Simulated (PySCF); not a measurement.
Hg: excitation energy

Hg [Xe] 4f14 5d10 6s2 (1S) → Hg [Xe] 4f14 5d10 6s1 7s1 (3S), as a difference of total energies. Computed with PySCF 2.14 in aug-cc-pwCVDZ-PP with ECP60MDF (6s6p5d3f, 70 functions), with scalar relativity through the core potential. Correlated levels: valence: 5s2 5p6 frozen. The calculations carry no spin-orbit coupling.

```json
{"method": "UHF", "excitation energy (eV)": "6.046", "error (eV)": "-1.684"}
{"method": "MP2 (valence)", "excitation energy (eV)": "7.683", "error (eV)": "-0.047"}
{"method": "SCS-MP2 (valence)", "excitation energy (eV)": "7.678", "error (eV)": "-0.052"}
{"method": "CCSD (valence)", "excitation energy (eV)": "7.436", "error (eV)": "-0.294"}
{"method": "CCSD(T) (valence)", "excitation energy (eV)": "7.532", "error (eV)": "-0.198"}
```

Reference: 7.730 eV (measured; NIST levels).

Errors of the correlated levels include the incompleteness of this basis and the frozen core.
